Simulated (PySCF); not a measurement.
Computed IR spectrum (relative IR intensity) of a molecule C3H6OSi2. Geometry: PBE0-D3(BJ)/def2-SVP. The values are those of a single conformer. These are PBE0-D3(BJ)/def2-SVP in PySCF values and carry that method's errors. Frequencies are harmonic and unscaled.

Lines under 2 % of the strongest are left out, and lines within 2 cm⁻¹ are merged.

ν (cm⁻¹): 52 (vw), 228 (w), 448 (w), 473 (vw), 588 (vw), 646 (m), 665 (vw), 692 (w), 729 (m), 763 (s), 807 (vs), 882 (w), 943 (s), 1065 (vw), 1278 (w), 1378 (w), 1820 (vs), 2219 (s), 2226 (m), 2240 (s), 2827 (s), 3148 (vw), 3170 (w) (against the strongest line: vs over 80 %, s over 45 %, m over 15 %, w over 4 %, vw less)

**Question.** Identify the compound among the candidates.
(A) C#C[Si@H]([SiH3])C=O
(B) O=C[Si@H]1C=C[SiH2]1
(C) C#C[SiH2]C(=O)[SiH3]
(D) C=C1[SiH2]C(=O)[SiH2]1

**Answer.** B, O=C[Si@H]1C=C[SiH2]1
